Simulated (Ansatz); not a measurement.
`O=C(F)c1ccccc1` and `[GeH3][c]1ccccc1` differ in one atom or group.

Ansatz, PBE0-D4/def2-TZVP geometries, multiplicity 1. Each molecule was computed in one conformer, which needn't be the lowest.

Scalar relativity is left out up to krypton.

```csv
property,`O=C(F)c1ccccc1`
HOMO energy (ωB97M-V/def2-TZVPP) / eV,-10.06
LUMO energy (B3LYP/def2-TZVPP) / eV,-2.11
HOMO–LUMO gap (B3LYP/def2-TZVPP) / eV,5.65
LUMO energy (PBE/def2-TZVPP) / eV,-2.78
size of the dipole moment (PBE/def2-TZVPP) / D,3.76
HOMO–LUMO gap (ωB97M-V/def2-TZVPP) / eV,10.20
```

Q: What does the change do to each property? (Best estimate.)

A: Ansatz gave: 
| property | `[GeH3][c]1ccccc1` | shift |
| --- | --- | --- |
| HOMO energy (ωB97M-V/def2-TZVPP) / eV | -9.42 | 0.64 |
| LUMO energy (B3LYP/def2-TZVPP) / eV | -0.74 | 1.37 |
| HOMO–LUMO gap (B3LYP/def2-TZVPP) / eV | 6.40 | 0.75 |
| LUMO energy (PBE/def2-TZVPP) / eV | -1.45 | 1.33 |
| size of the dipole moment (PBE/def2-TZVPP) / D | 0.82 | -2.94 |
| HOMO–LUMO gap (ωB97M-V/def2-TZVPP) / eV | 10.85 | 0.65 |

With PBE0 the HOMO rises by 0.62 eV and the LUMO rises by 1.36 eV, so the gap widens by about 0.74 eV. PBE moves the HOMO by 0.58 eV and ωB97M-V by 0.64 eV. Dipoles are sizes alone; their direction can turn.

B3LYP here is the variant with VWN-RPA as its local correlation; programs differ in this.
